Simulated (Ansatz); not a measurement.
`C#Cc1ccc(C#Cc2ccc(C#Cc3ccc(C#Cc4ccccc4)cc3)cc2)cc1`, relaxed as a singlet with RKS PBE-D4/def2-SVP in Ansatz, starting from the GFN2-xTB geometry. Force threshold 0.03 eV/Å.

Single mean-field runs in def2-SVP are fitted with def2-universal-jkfit.

Start:

```xyz
50

C     1.351   12.106   -6.138
C     1.233   11.041   -5.598
C     1.094    9.785   -4.960
C     1.550    8.624   -5.587
C     1.412    7.400   -4.967
C     0.818    7.313   -3.706
C     0.679    6.059   -3.070
C     0.560    4.985   -2.530
C     0.420    3.731   -1.895
C     1.425    3.253   -1.050
C     1.288    2.030   -0.430
C     0.143    1.258   -0.640
C     0.004    0.005   -0.003
C    -0.119   -1.067    0.541
C    -0.259   -2.320    1.177
C     0.217   -3.480    0.561
C     0.078   -4.703    1.180
C    -0.539   -4.794    2.430
C    -0.681   -6.048    3.064
C    -0.796   -7.119    3.609
C    -0.937   -8.374    4.244
C     0.056   -8.841    5.105
C    -0.088  -10.067    5.725
C    -1.216  -10.838    5.493
C    -2.206  -10.378    4.638
C    -2.073   -9.151    4.016
C    -1.012   -3.634    3.048
C    -0.873   -2.411    2.429
C    -0.863    1.737   -1.483
C    -0.725    2.959   -2.104
C     0.364    8.475   -3.078
C     0.498    9.698   -3.700
H     1.456   13.037   -6.612
H     2.014    8.692   -6.560
H     1.762    6.501   -5.451
H     2.310    3.852   -0.888
H     2.065    1.659    0.224
H     0.697   -3.408   -0.405
H     0.447   -5.601    0.705
H     0.934   -8.236    5.280
H     0.683  -10.425    6.392
H    -1.324  -11.796    5.979
H    -3.086  -10.978    4.459
H    -2.841   -8.785    3.350
H    -1.486   -3.705    4.017
H    -1.237   -1.512    2.906
H    -1.748    1.138   -1.643
H    -1.504    3.330   -2.755
H    -0.092    8.406   -2.102
H     0.146   10.598   -3.216
```

(1) Estimate the energy that the relaxation releases and the steps that it takes.

(2) Does the start keep its bonding and symmetry?

(3) Predict the relaxed structure.

Results:

(1) 12.5 kcal/mol, in 4 steps; 22 s on 2 threads of AMD EPYC 7R13 on a shared host and a share (18 GiB) of an NVIDIA H100 80GB HBM3. No frequencies were taken in this run, so the end may be a saddle point.

(2) By distances, no bond broke or formed. The bond that changes most is C1–H33, from 1.05 to 1.08 Å (atoms count from 1). Point group C2 at the start, C2 at the end, both within 0.05 Å.

(3) 
```xyz
50

C     1.3741   12.3017   -6.2369
C     1.2531   11.2136   -5.6851
C     1.1120    9.9467   -5.0425
C     1.5698    8.7611   -5.6716
C     1.4320    7.5235   -5.0439
C     0.8309    7.4230   -3.7624
C     0.6899    6.1576   -3.1208
C     0.5683    5.0633   -2.5674
C     0.4272    3.7977   -1.9260
C     1.4424    3.3025   -1.0674
C     1.3042    2.0649   -0.4400
C     0.1452    1.2726   -0.6456
C     0.0036    0.0073   -0.0036
C    -0.1196   -1.0861    0.5511
C    -0.2619   -2.3515    1.1927
C     0.2171   -3.5358    0.5753
C     0.0777   -4.7733    1.2028
C    -0.5459   -4.8769    2.4731
C    -0.6880   -6.1424    3.1147
C    -0.8095   -7.2357    3.6693
C    -0.9524   -8.5033    4.3111
C     0.0523   -8.9855    5.1882
C    -0.0934  -10.2286    5.8144
C    -1.2359  -11.0117    5.5809
C    -2.2371  -10.5434    4.7140
C    -2.1019   -9.3018    4.0824
C    -1.0249   -3.6924    3.0901
C    -0.8859   -2.4548    2.4627
C    -0.8700    1.7681   -1.5041
C    -0.7317    3.0055   -2.1319
C     0.3732    8.6101   -3.1341
C     0.5110    9.8477   -3.7620
H     1.4811   13.2610   -6.7236
H     2.0375    8.8290   -6.6645
H     1.7901    6.6090   -5.5387
H     2.3444    3.9096   -0.9020
H     2.0964    1.6888    0.2237
H     0.7026   -3.4654   -0.4090
H     0.4528   -5.6858    0.7168
H     0.9450   -8.3688    5.3677
H     0.6938  -10.5910    6.4933
H    -1.3467  -11.9883    6.0761
H    -3.1350  -11.1527    4.5287
H    -2.8831   -8.9307    3.4030
H    -1.5092   -3.7625    4.0751
H    -1.2599   -1.5422    2.9493
H    -1.7717    1.1607   -1.6697
H    -1.5239    3.3812   -2.7958
H    -0.0938    8.5423   -2.1408
H     0.1535   10.7622   -3.2669
```
Bond lengths: 35 × C–C 1.23 to 1.43 Å; 18 × C–H 1.08 to 1.10 Å.
